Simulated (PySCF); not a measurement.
Match each property card to its molecule.

Structures:
1. `CC(C)[SiH2]/C=C/Cl`
2. `C/C=C(\CF)[Si](F)(F)F`
3. `[BH3-]O`
4. `CCC[C@@H]1CC[Se]1`

Card P (geometry PBE0-D3(BJ)/def2-SVP):
- Rotational constants A, B, C: 3.143, 1.005, 0.837 GHz
- Static isotropic polarisability (B3LYP/def2-SVPD): 100.7 au
- Lowest singlet excitation (TDDFT B3LYP/def2-SVPD): 3.85 eV (322 nm, f = 0.001)
- Strongest line among the 6 lowest singlet transitions (TDDFT B3LYP/def2-SVPD): S6 at 6.05 eV (205 nm, f = 0.061)
- Point group: C1
- HOMO energy (B3LYP/def2-SVPD): -5.81 eV

Card Q (geometry GFN2-xTB):
- Rotational constants A, B, C: 1.738, 1.051, 0.784 GHz
- Static isotropic polarisability (wB97X-D/def2-SVPD): 70.2 au
- HOMO energy (wB97X-D/def2-SVPD): -10.12 eV
- Dipole moment (wB97X-D/def2-SVPD): 5.14 D
- 13C chemical shifts (computed TMS as zero) by class (GIAO PBE0/pcSseg-1): 153.4 (1 C), 139.2 (1 C), 86.4 (1 C), 17.2 (1 C) ppm

Card R (geometry GFN2-xTB):
- Rotational constants A, B, C: 3.084, 0.722, 0.683 GHz
- Static isotropic polarisability (PBE0/def2-SVPD): 104.1 au
- Point group: C1
- HOMO energy (PBE0/def2-SVPD): -7.51 eV
- 13C chemical shifts (computed TMS as zero) by class (GIAO PBE0/pcSseg-1): 147.0 (1 C), 130.9 (1 C), 20.4 (2 C), 17.1 (1 C) ppm

Card S (geometry PBE0-D3(BJ)/def2-SVP):
- Rotational constants A, B, C: 101.272, 22.439, 21.693 GHz
- Point group: Cs
- Isotropic shieldings of nuclei other than C and H, by class (GIAO HF/pcSseg-2): 125 (1 B), 331 (1 O) ppm
- HOMO energy (HF/pcSseg-2): -4.24 eV
- Core binding energies (ΔSCF SCAN, pcX-2 on the ionised atom, pcseg-1 elsewhere, spin-free X2C): B1s 188.3, O1s 531.7 eV

Each SMILES stands for a single optimised conformer of the isolated species, non-relativistic unless stated. Electronic properties by PySCF. NMR classes are plain means over equivalent atoms (diastereotopic ones count apart unless rotation or inversion swaps them), as if these changed places fast.

Question: Which card belongs to which structure?

Answer: P = 4, Q = 2, R = 1, S = 3. What ties each card to its structure:
- 1 (card R), C5H11ClSi, monoisotopic mass 134.0 u, 7 heavy atoms: 5 C in 4 classes; the least shielded carbon (147.0 ppm) is a vinylic C–Cl carbon; an asymmetric top with C = 0.683 GHz, the lowest such constant on the cards; polarisability 104.1 au for 72 electrons.
- 2 (card Q), C4H6F4Si, monoisotopic mass 158.0 u, 9 heavy atoms: 4 C in 4 classes; the least shielded carbon (153.4 ppm) is an alkene CH carbon; an asymmetric top with C = 0.784 GHz; polarisability 70.2 au for 80 electrons; dipole 5.14 D.
- 3 (card S), [BH4O]-, monoisotopic mass 31.0 u, 2 heavy atoms: core lines of B and O; point group Cs; a HOMO at -4.24 eV for the only species of charge -1; an asymmetric top with C = 21.693 GHz, the highest such constant on the cards.
- 4 (card P), C6H12Se, monoisotopic mass 164.0 u, 7 heavy atoms: an asymmetric top with C = 0.837 GHz; polarisability 100.7 au for 82 electrons.
